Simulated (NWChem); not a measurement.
Molecule: SiH3Cl; SMILES [SiH3]Cl

```xyz
5

Si     0.0000     0.0000    -0.9580
Cl     0.0000     0.0000     1.1223
H     -0.7926    -1.1766    -1.4475
H      1.4152    -0.0981    -1.4475
H     -0.6226     1.2747    -1.4475
```
Atoms are numbered in this order, from 1.

All runs use the structure optimised with PBE-D3(BJ)/def2-SVP.

Q: Give the principal values of the shielding tensors (ppm) of Si1, Cl2 from PBE0/IGLO-II, GIAO (NWChem), with their diamagnetic and paramagnetic parts as GIAO splits them.

A: 
```json
[
 {"atom": "Si1", "σ11": "353.0", "σ22": "353.0", "σ33": "451.5", "isotropic": "385.8", "diamagnetic": "878.9", "paramagnetic": "-493.0"},
 {"atom": "Cl2", "σ11": "1016.1", "σ22": "1032.3", "σ33": "1032.3", "isotropic": "1026.9", "diamagnetic": "1148.7", "paramagnetic": "-121.7"}
]
```
